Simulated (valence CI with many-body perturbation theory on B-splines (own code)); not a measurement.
E1 transitions of Se²⁺

Computed by relativistic CI+MBPT: four valence electrons over a frozen Dirac-Fock core [Ar] 3d10, radial functions for each j: 11 s, 11 p, 9 d, 7 f, 5 g, 2 h, 1 i, with the one-electron correlation potential Σ1, the two-electron term Σ2, the three-electron term Σ3, Breit, model QED; selected CI, second order for the rest, scaled by the run's own slope (own B-spline code, finite nucleus).

Set against measurement, 29 paired levels are off by 223 cm⁻¹ on average, the worst by 778. These come from a selection out of Moore, Atomic Energy Levels, vol. II, NSRDS-NBS 35 (1971 reprint of NBS Circular 467, 1952), an old analysis. Levels without a partner in it may be off by more. Among the levels kept, up to 460 cm⁻¹ of a level comes from second order outside the variational space, and about a tenth of that is noise between levels of different J, which matters for small intervals.

Lines 151 to 200 of 280 in falling wavelength, among levels below 202452 cm⁻¹, chosen from the strongest by gf and those to the six lowest levels. Wavelengths and rates use the calculated energies, so an error of 200 cm⁻¹ moves a line at 110.2 nm by 0.22 % and its rate by three times that or more. Electric multipoles are in the length gauge, E1 and E2 with the static RPA response of the core. Weak lines are less certain than strong ones. Lines between different terms over intervals too small for the method are left out, as are lines whose strength nearly cancels. Where a level lies close to another of its J and parity, the split of strength between their lines is uncertain. The highest levels of a list are the least certain.

Names give the largest LS component (configuration and term), which can be under half, so a name can repeat, a term be missing and a line seem to break the LS rules; names also repeat where a configuration has a term twice. Letters in brackets count levels of one name in rising energy.

| λ vac (nm) | λ from measured levels | Upper | Lower | A (s⁻¹) | S (a.u.) |
| --- | --- | --- | --- | --- | --- |
| 112.5 |  | 4s2 4p 4f 3D_3 | 4s 4p3 3P°_2 | 2.58e+08 | 1.27e+00 |
| 112.2 |  | 4s 4p3 3D°_3 | 4s2 4p2 3P_2 | 8.79e+07 | 4.29e-01 |
| 110.4 |  | 4s 4p3 3D°_1 | 4s2 4p2 3P_1 | 2.64e+07 | 5.25e-02 |
| 110.2 | 109.9 | 4s 4p3 3D°_2 | 4s2 4p2 3P_1 | 9.54e+07 | 3.15e-01 |
| 108.3 |  | 4s 4p3 3D°_1 | 4s2 4p2 3P_0 | 7.92e+07 | 1.49e-01 |
| 107.3 | 107.0 | 4s 4p3 3P°_2 | 4s2 4p2 1D_2 | 1.39e+06 | 4.23e-03 |
| 107.2 | 106.9 | 4s 4p3 3P°_1 | 4s2 4p2 1D_2 | 2.33e+06 | 4.24e-03 |
| 102.8 |  | 4s2 4p 4f 3F_4 [a] | 4s 4p3 3D°_3 | 2.91e+08 | 1.41e+00 |
| 102.4 |  | 4s2 4p 4f 3F_3 | 4s 4p3 3D°_2 | 4.17e+08 | 1.55e+00 |
| 102.1 |  | 4s2 4p 4f 3F_2 | 4s 4p3 3D°_1 | 4.59e+08 | 1.21e+00 |
| 101.4 |  | 4s2 4p 5s 3P°_1 | 4s2 4p2 1S_0 | 7.02e+06 | 1.08e-02 |
| 100.8 | 100.5 | 4s2 4p 4d 1D°_2 | 4s2 4p2 1D_2 | 1.03e+08 | 2.61e-01 |
| 99.15 |  | 4s2 4p 4f 3F_4 [b] | 4s 4p3 3D°_3 | 2.88e+08 | 1.25e+00 |
| 97.75 | 97.49 | 4s 4p3 3P°_2 | 4s2 4p2 3P_2 | 2.38e+08 | 5.48e-01 |
| 97.67 | 97.41 | 4s 4p3 3P°_1 | 4s2 4p2 3P_2 | 8.61e+07 | 1.19e-01 |
| 96.65 |  | 4s2 4p 5s 1P°_1 | 4s2 4p2 1S_0 | 1.18e+08 | 1.57e-01 |
| 95.73 | 95.47 | 4s 4p3 3P°_0 | 4s2 4p2 3P_1 | 3.71e+08 | 1.61e-01 |
| 95.70 | 95.44 | 4s 4p3 3P°_2 | 4s2 4p2 3P_1 | 4.44e+07 | 9.60e-02 |
| 95.63 | 95.37 | 4s 4p3 3P°_1 | 4s2 4p2 3P_1 | 1.46e+08 | 1.89e-01 |
| 94.07 | 93.82 | 4s 4p3 3P°_1 | 4s2 4p2 3P_0 | 1.24e+08 | 1.53e-01 |
| 92.33 | 92.06 | 4s2 4p 4d 1D°_2 | 4s2 4p2 3P_2 | 4.41e+06 | 8.56e-03 |
| 91.89 |  | 4s 4p3 3S°_1 | 4s2 4p2 1S_0 | 4.28e+07 | 4.92e-02 |
| 90.50 | 90.23 | 4s2 4p 4d 1D°_2 | 4s2 4p2 3P_1 | 1.30e+07 | 2.38e-02 |
| 90.34 |  | 4s2 4p 4d 3F°_2 | 4s2 4p2 1D_2 | 1.39e+07 | 2.53e-02 |
| 90.07 |  | 4s2 4p 4d 3D°_1 [a] | 4s2 4p2 1S_0 | 2.51e+07 | 2.71e-02 |
| 89.32 |  | 4s2 4p 4d 3F°_3 | 4s2 4p2 1D_2 | 2.13e+07 | 5.25e-02 |
| 88.91 |  | 4s2 4p 4d 3D°_1 [b] | 4s2 4p2 1S_0 | 4.19e+07 | 4.36e-02 |
| 87.96 | 87.91 | 4s2 4p 5s 3P°_1 | 4s2 4p2 1D_2 | 2.15e+08 | 2.16e-01 |
| 87.35 |  | 4s2 4p 4d 3P°_1 | 4s2 4p2 1S_0 | 1.40e+07 | 1.38e-02 |
| 85.26 | 85.21 | 4s2 4p 5s 3P°_2 | 4s2 4p2 1D_2 | 7.17e+07 | 1.10e-01 |
| 84.35 | 84.30 | 4s2 4p 5s 1P°_1 | 4s2 4p2 1D_2 | 1.60e+09 | 1.43e+00 |
| 83.49 |  | 4s2 4p 4d 3F°_2 | 4s2 4p2 3P_2 | 1.08e+07 | 1.55e-02 |
| 82.62 |  | 4s2 4p 4d 3F°_3 | 4s2 4p2 3P_2 | 7.31e+07 | 1.42e-01 |
| 82.10 |  | 4s2 4p 4f 3F_3 | 4s 4p3 5S°_2 | 9.96e+05 | 1.90e-03 |
| 81.99 |  | 4s2 4p 4d 3F°_2 | 4s2 4p2 3P_1 | 2.93e+07 | 3.99e-02 |
| 81.45 | 81.40 | 4s2 4p 5s 3P°_1 | 4s2 4p2 3P_2 | 1.27e+09 | 1.02e+00 |
| 80.70 |  | 4s 4p3 3S°_1 | 4s2 4p2 1D_2 | 2.63e+09 | 2.04e+00 |
| 80.35 | 80.30 | 4s2 4p 5s 3P°_0 | 4s2 4p2 3P_1 | 3.22e+09 | 8.25e-01 |
| 80.02 | 79.97 | 4s2 4p 5s 3P°_1 | 4s2 4p2 3P_1 | 7.16e+08 | 5.44e-01 |
| 79.30 |  | 4s2 4p 4d 3D°_1 [a] | 4s2 4p2 1D_2 | 1.40e+09 | 1.04e+00 |
| 79.21 |  | 4s2 4p 4d 3P°_2 | 4s2 4p2 1D_2 | 1.22e+08 | 1.50e-01 |
| 79.13 | 79.08 | 4s2 4p 5s 3P°_2 | 4s2 4p2 3P_2 | 2.62e+09 | 3.20e+00 |
| 78.93 | 78.88 | 4s2 4p 5s 3P°_1 | 4s2 4p2 3P_0 | 9.89e+08 | 7.20e-01 |
| 78.86 |  | 4s2 4p 4f 3D_3 | 4s 4p3 5S°_2 | 3.80e+06 | 6.43e-03 |
| 78.40 |  | 4s2 4p 4d 3D°_1 [b] | 4s2 4p2 1D_2 | 2.55e+09 | 1.82e+00 |
| 78.35 | 78.30 | 4s2 4p 5s 1P°_1 | 4s2 4p2 3P_2 | 1.02e+08 | 7.24e-02 |
| 78.03 |  | 4s 4p2 4d 5F_2 [a] | 4s 4p3 5S°_2 | 2.39e+06 | 2.80e-03 |
| 77.78 | 77.73 | 4s2 4p 5s 3P°_2 | 4s2 4p2 3P_1 | 1.11e+09 | 1.29e+00 |
| 77.59 |  | 4s2 4p 4d 3D°_3 | 4s2 4p2 1D_2 | 2.54e+07 | 4.10e-02 |
| 77.54 |  | 4s 4p2 4d 5F_3 | 4s 4p3 5S°_2 | 5.20e+06 | 8.38e-03 |
